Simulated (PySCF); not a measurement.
**Unknown compound**

The spectra below were simulated for a compound C6H8O2.

1H NMR (400 MHz, computed): δ 9.54 (s, 1H), 6.17 (m, 1H), 5.82 (m, 1H), 5.42 (m, 1H), 5.23 (m, 2H), 4.82 (m, 2H).

13C{1H} NMR (computed): δ 200.4, 145.9, 126.7, 79.8 (2C), 59.0.

[PySCF 2.14.0 with density-fitted response routines: GIAO PBE0/pcSseg-1 shieldings; GFN2-xTB structure; one computed conformer; in vacuum; non-relativistic Hamiltonian; equivalent nuclei averaged]

δ = σ(ref) − σ, references computed at the same level: 1H, 13C against TMS.

Problem. Deduce the structure.

Solution. 
1. Rings plus π bonds: 3 (1 ring in the answer).
2. 5 carbon signals for 6 carbons: some carbons are equivalent by symmetry or fast rotation.
3. Carbon types of the structure: 1 × C, 2 × CH, 3 × CH2, which accounts for all hydrogens.
4. δC 200.4: aldehyde carbonyl carbon; the double bond to the heteroatom, with no lone-pair donor beside it, deshields it most.
5. δC 145.9: alkene CH; as expected for a trigonal carbon in a double bond.
6. δC 126.7: terminal =CH2 carbon; as expected for a trigonal carbon in a double bond.
7. δC 79.8: sp3 CH2 bonded to O; the inductive effect lowers its shielding.
8. δH 9.54: hydrogen on an aldehyde carbonyl carbon; the C=O anisotropy and electron withdrawal place aldehyde protons far downfield.
9. δH 6.17: hydrogen on an alkene CH; attached to an sp2 carbon and in the plane of the double bond.
10. δH 5.23, 4.82: hydrogen on an sp3 CH2 bonded to O; its carbon carries O, hence the downfield position.

The compound is `C=CC1(C=O)COC1`.

This is the structure that produced the data.

Shifts are as computed. Against solution values, carbons near 30 ppm lie about +3 ppm off and those near 130 ppm about +5 ppm. Of 1211 compounds with measured shifts, 218 miss one by over three times the rms of a fit or turn the order of signals round; such compounds aren't used in these exercises. No couplings were computed; multiplicities are counted from neighbouring protons, with m where these are inequivalent, close in shift, in a saturated or five-membered ring or joined by F or P, and br s for small geminal =CH2 splittings.
